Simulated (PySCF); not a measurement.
# Bromine: a sound run and one with changed settings

Sound run: Br [Ar] 3d10 4s2 4p5, Br⁺ [Ar] 3d10 4s2 4p4. Computed with PySCF 2.14 in def2-SVP (5s4p3d, 32 functions), with no relativity, point nucleus. In the sound run the correlated levels freeze [Ar] 3d10. The sound run starts from symmetry-adapted Hartree-Fock orbitals and uses a fine grid where one is needed.

Changed run: all electrons correlated in a basis built for the valence shell.

| species | method | sound run (hartree) | changed run (hartree) | converged |
| --- | --- | --- | --- | --- |
| Br | MP2 | -2572.17971 | -2572.32228 | yes |
| Br⁺ | MP2 | -2571.76251 | -2571.90361 | yes |

Ionisation energy of Br:

```
 method  sound run (eV)  changed run (eV)
    UHF          10.804            10.804
    MP2          11.353            11.392
SCS-MP2          11.334            11.357
```

A valence basis has no tight correlating functions, so it recovers only part of the core correlation, and not evenly between atom and ion.

For comparison, NIST gives 11.814 eV between the lowest levels.
